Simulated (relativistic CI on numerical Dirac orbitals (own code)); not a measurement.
V2+: L2,3 absorption edge

Computed with this model: Dirac-Coulomb-Breit CI, separate exchange-only KLI orbitals for each configuration, a model potential for QED, valence Slater integrals scaled by 0.8, multiplet model of core-to-valence dipole absorption; configurations [Ar] 3d3 → [He] 2s2 2p5 3s2 3p6 3d4; 80 K; Lorentzian 0.24 eV and Gaussian 0.3 eV FWHM. Energies are those of the free ion, without screening or charge transfer. The branching ratio is the share of the lower-energy edge in the whole absorption, uncertain by about 0.02 where the edges overlap. S is read from ⟨S²⟩ = S(S + 1).

Field parameters in Wybourne normalisation: D3d B²₀ = −7Dσ, B⁴₀ = −14Dq − 21Dτ, B⁴₃ = −14√(10/7) Dq; D4h B²₀ = −7Ds, B⁴₀ = 21(Dq − Dt), B⁴₄ = 21√(5/14) Dq; Td as Oh with Dq negative (B⁴₀ = 21Dq, B⁴₄ = √(5/14) B⁴₀). The field is a parameter set, without covalency.

free ion: ground-state S = 1.50, centroid 518.25 eV. Peaks (eV, height): 513.8 (19), 515.6 (100), 516.8 (75), 517.4 (40), 518.0 (22), 519.3 (7), 520.5 (34), 522.9 (29), 523.8 (26), 525.1 (8).

D4h, 10Dq = 25200, Ds = -520, Dt = 960 cm⁻¹: ground-state S = 1.50, centroid 519.29 eV. Peaks (eV, height): 513.6 (22), 514.3 (28), 515.2 (60), 516.5 (98), 517.3 (87), 519.7 (11), 520.3 (11), 522.8 (100), 523.7 (35), 524.7 (44).

D3d, 10Dq = 19600, Dσ = -320, Dτ = 430 cm⁻¹: ground-state S = 1.50, centroid 519.33 eV. Peaks (eV, height): 514.1 (40), 515.6 (65), 516.6 (76), 517.0 (77), 517.7 (72), 520.1 (9), 520.6 (9), 522.1 (49), 522.8 (100), 523.9 (29), 524.8 (38).

Td, 10Dq = -2350 cm⁻¹: ground-state S = 1.50, centroid 518.60 eV. Peaks (eV, height): 513.9 (18), 515.7 (100), 516.8 (68), 518.1 (28), 520.6 (40), 521.4 (15), 522.0 (21), 522.7 (39), 523.8 (42), 525.2 (6).

D4h, 10Dq = 13250, Ds = 1100, Dt = -770 cm⁻¹: ground-state S = 1.50, centroid 519.25 eV. Peaks (eV, height): 513.9 (26), 515.3 (59), 516.4 (82), 517.3 (74), 519.9 (9), 521.7 (37), 522.6 (100), 523.6 (34), 524.5 (43).

D4h, 10Dq = 21950, Ds = 1330, Dt = -340 cm⁻¹: ground-state S = 1.50, centroid 519.39 eV. Peaks (eV, height): 513.8 (42), 514.3 (35), 515.7 (76), 516.8 (86), 517.8 (84), 519.4 (15), 520.1 (9), 521.2 (22), 523.0 (100), 523.8 (41), 525.0 (39).

Strongest unbroadened transitions for free ion:

| Energy (eV) | Relative strength |
| --- | --- |
| 513.70 | 10.5 |
| 513.93 | 8.3 |
| 514.97 | 11.9 |
| 515.41 | 11.0 |
| 515.60 | 100.0 |
| 515.93 | 29.0 |
| 515.97 | 5.9 |
| 516.58 | 22.2 |
| 516.84 | 64.0 |
| 517.39 | 36.9 |
| 518.15 | 7.7 |
| 518.54 | 6.7 |
| 520.50 | 31.1 |
| 522.57 | 13.1 |
| 522.96 | 29.8 |
| 523.81 | 12.6 |
| 524.07 | 5.8 |
| 524.08 | 9.8 |
